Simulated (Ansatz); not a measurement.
`[NH2][SbH][NH2]` + `B[SiH2]C[SiH3]` → `[NH2][SbH][SiH3]` + `B[SiH2]CN`  (redistribution)

Isolated molecules relaxed with PBE0-D4/def2-TZVP in Ansatz; ΔE leaves out vibrations. CCSD(T)/CBS adds triple-zeta CCSD(T) − MP2 to the extrapolated MP2 energy (def2 sets, frozen cores). DFT in def2-TZVPP. Elements past krypton have def2 core potentials. For Sb outer-core shells are correlated without core-valence functions, which leaves a few kJ/mol of doubt a bond. Each species was taken in one conformer, which may not be the lowest.

```
           species  PBE-D4 energy (Eh)
 `[NH2][SbH][NH2]`          -352.68044
  `B[SiH2]C[SiH3]`          -646.94070
`[NH2][SbH][SiH3]`          -587.90993
       `B[SiH2]CN`          -411.69249
```

Problem. Work out ΔE.

Solution. ΔE = (-587.90993) + (-411.69249) − (-352.68044) − (-646.94070) = 0.01872 Eh = +49.1 kJ/mol. CCSD(T)/CBS gives +65.7 kJ/mol.

Largest T1 diagnostic among the species: 0.014.

In def2-TZVPP, CCSD(T) changes the Hartree–Fock value by +4.0 kJ/mol (the triples alone add +0.9 kJ/mol) and MP2 by +10.7 kJ/mol.
